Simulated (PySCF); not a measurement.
**2-ethoxy-2-oxo-1,3,2-dioxaphospholane: 4 charge schemes on one density**

Species: 2-ethoxy-2-oxo-1,3,2-dioxaphospholane, C4H9O4P.
Cartesian coordinates in Å at the GFN2-xTB level; atoms count from 1:
```
atom  x, y, z in Å
C1     2.3523   -0.9717   -0.0264
C2     2.0762    0.4861   -0.3471
O3     0.6865    0.7138   -0.5461
P4    -0.2509    0.6896    0.7567
O5     0.4004    1.0733    1.9938
O6    -0.9764   -0.7620    0.7352
C7    -2.1611   -0.7413   -0.0265
C8    -2.3507    0.7068   -0.5371
O9    -1.5274    1.5269    0.2615
H10    2.0068   -1.6106   -0.8358
H11    1.8194   -1.2398    0.8841
H12    3.4180   -1.1254    0.1208
H13    2.5558    0.7916   -1.2808
H14    2.4251    1.1207    0.4723
H15   -2.9868   -1.0457    0.6245
H16   -2.0733   -1.4464   -0.8574
H17   -3.3795    1.0537   -0.4262
H18   -2.0432    0.7867   -1.5839
```

Density: PBE0/pcSseg-1 (PySCF); schemes: Mulliken, IAO, Hirshfeld and ESP-fitted. One conformer (not necessarily the lowest) at the GFN2-xTB geometry, without solvent, vibrations or thermal averaging.

Problem. Which atoms carry the lowest charge in the Mulliken, IAO, Hirshfeld and ESP-fitted schemes?

Solution. The schemes don't all agree: Mulliken O3 (-0.599); IAO O5 (-0.870); Hirshfeld O5 (-0.365); ESP-fitted O5 (-0.582).

Problem. For which atoms does the sign change between the 4 schemes (beyond +0.03 e in one, beyond −0.03 e in another)?

Solution. C2, C7 and C8. Atomic charges aren't observables, and each scheme defines them in its own way.

Problem. What partial charge does each atom carry?

Solution. In e:

```csv
atom,environment,Mulliken,IAO,Hirshfeld,ESP-fitted
C1,methyl carbon,-0.322,-0.435,-0.124,-0.233
C2,sp3 carbon bound to oxygen,+0.010,-0.051,+0.012,+0.223
O3,oxygen bonded to C and P,-0.599,-0.625,-0.175,-0.439
P4,phosphoryl phosphorus,+1.382,+1.984,+0.551,+1.138
O5,phosphoryl oxygen,-0.566,-0.870,-0.365,-0.582
O6,oxygen bonded to C and P,-0.589,-0.612,-0.178,-0.420
C7,sp3 carbon bound to oxygen,+0.046,-0.075,+0.009,+0.065
C8,sp3 carbon bound to oxygen,+0.006,-0.080,+0.008,+0.131
O9,oxygen bonded to C and P,-0.553,-0.601,-0.172,-0.430
H10,methyl hydrogen,+0.118,+0.146,+0.041,+0.076
H11,methyl hydrogen,+0.139,+0.152,+0.040,+0.069
H12,methyl hydrogen,+0.122,+0.151,+0.052,+0.070
H13,methylene hydrogen,+0.126,+0.153,+0.050,+0.039
H14,methylene hydrogen,+0.138,+0.150,+0.042,+0.030
H15,methylene hydrogen,+0.134,+0.152,+0.051,+0.077
H16,methylene hydrogen,+0.130,+0.152,+0.053,+0.067
H17,methylene hydrogen,+0.143,+0.164,+0.060,+0.077
H18,methylene hydrogen,+0.135,+0.146,+0.046,+0.040
```

Mean size of the charges over all atoms: IAO 0.372 e, Mulliken 0.292 e, ESP-fitted 0.234 e, Hirshfeld 0.113 e. Each set sums to the total charge, 0, to within 0.001 e. The ESP scheme is a least-squares fit of atom-centred charges to the potential on four shells outside the van der Waals surface, with the total charge fixed. The Hirshfeld scheme divides the density at each point in proportion to the densities of the neutral, spherically averaged free atoms.

Problem. Sum the charges by element, for elements with more than one atom.

Solution. 
| element | atoms | Mulliken | IAO | Hirshfeld | ESP-fitted |
| --- | --- | --- | --- | --- | --- |
| C | 4 | -0.259 | -0.642 | -0.096 | +0.186 |
| O | 4 | -2.308 | -2.709 | -0.890 | -1.870 |
| H | 9 | +1.185 | +1.367 | +0.435 | +0.546 |

Problem. How many electrons does the Hirshfeld scheme count on C2?

Solution. Z − q = 6 − (+0.012) = 5.988.

Problem. How closely do the schemes follow one another over all atoms?

Solution. Correlation coefficient and root-mean-square difference: Mulliken with IAO 0.99, 0.167 e; IAO with Hirshfeld 0.99, 0.415 e; Mulliken with ESP-fitted 0.98, 0.117 e; Hirshfeld with ESP-fitted 0.98, 0.192 e; Mulliken with Hirshfeld 0.97, 0.272 e; IAO with ESP-fitted 0.97, 0.254 e.
